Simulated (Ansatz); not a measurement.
C₆H₁₄, charge -1, doublet, at the geometry of the source list (a state made from the parent by changing its charge; the spin is typed, not shown lowest) (a gas-phase anion, which may not be bound at this level). Base run: CCSD(T)/STO-3G run with Ansatz (a program for electronic structure).

Input for Ansatz:
Ansatz 0.2 input:
```yaml
crystal:
  periodic: [false, false, false]
  atoms:
    - {symbol: C, position_ang: [2.83340000, 0.85030000, -0.34240000]}
    - {symbol: C, position_ang: [1.82880000, 0.00110000, 0.42560000]}
    - {symbol: C, position_ang: [0.44440000, 0.03160000, -0.21760000]}
    - {symbol: C, position_ang: [-0.56010000, -0.81700000, 0.55810000]}
    - {symbol: C, position_ang: [-1.93330000, -0.90240000, -0.10840000]}
    - {symbol: C, position_ang: [-2.66640000, 0.43210000, -0.15860000]}
    - {symbol: H, position_ang: [2.93620000, 0.49080000, -1.36410000]}
    - {symbol: H, position_ang: [2.50950000, 1.88830000, -0.37790000]}
    - {symbol: H, position_ang: [3.81090000, 0.81330000, 0.13320000]}
    - {symbol: H, position_ang: [2.18440000, -1.03130000, 0.46810000]}
    - {symbol: H, position_ang: [1.75560000, 0.36640000, 1.45290000]}
    - {symbol: H, position_ang: [0.09860000, 1.06580000, -0.26140000]}
    - {symbol: H, position_ang: [0.51550000, -0.34040000, -1.24290000]}
    - {symbol: H, position_ang: [-0.67420000, -0.40920000, 1.56570000]}
    - {symbol: H, position_ang: [-0.15880000, -1.82930000, 0.65710000]}
    - {symbol: H, position_ang: [-1.81730000, -1.29070000, -1.12340000]}
    - {symbol: H, position_ang: [-2.54310000, -1.61770000, 0.44960000]}
    - {symbol: H, position_ang: [-2.74670000, 0.86090000, 0.83800000]}
    - {symbol: H, position_ang: [-3.67090000, 0.29620000, -0.55390000]}
    - {symbol: H, position_ang: [-2.14660000, 1.14120000, -0.79750000]}
basis:
  gaussian:
    orbitals: STO-3G
total_charge: -1
magnetization: {spin_polarized: true, initial_magnetization: 1}
correlation: {method: ccsd_t}
```

Variants of this job, named by their change:

```
change                                                             ΔE vs base (mEh)  MP2 correlation (Eh)  CC correlation without the perturbative part (Eh)  basis functions  core-seconds (rough)
-----------------------------------------------------------------  ----------------  --------------------  -------------------------------------------------  ---------------  --------------------
base                                                                          0.000              -0.32229                                           -0.42271               44                    10
method = rpa                                                                    ___                     -                                                  -               44                     2
electrons = outside_noble_gas                                                 0.000              -0.32229                                           -0.42271               44                    10
method = ccsd                                                                 4.838              -0.32229                                           -0.42271               44                     9
method = bccd_t                                                               0.014              -0.32229                                           -0.42258               44                    20
method = bccd                                                                 4.968              -0.32229                                           -0.42258               44                    10
electrons = all                                                                 ___                   ___                                                ___               44                    20
diis_vectors = 2                                                              0.002              -0.32229                                           -0.42271               44                    10
fitting = cc-pVTZ-JKFIT (mean field), cc-pVTZ-RIFIT (correlation)            -0.026              -0.32227                                           -0.42267               44                    10
method = mp2                                                                    ___              -0.32229                                                  -               44                     2
```

Question: Some entries are withheld; supply them.

Answer: 
- method = rpa, ΔE vs base (mEh): -5.905
- electrons = all, ΔE vs base (mEh): -2.692
- electrons = all, MP2 correlation (Eh): -0.32525
- electrons = all, CC correlation without the perturbative part (Eh): -0.42534
- method = mp2, ΔE vs base (mEh): 105.3

A gas-phase anion may not be bound at this level; its values then depend on the basis.
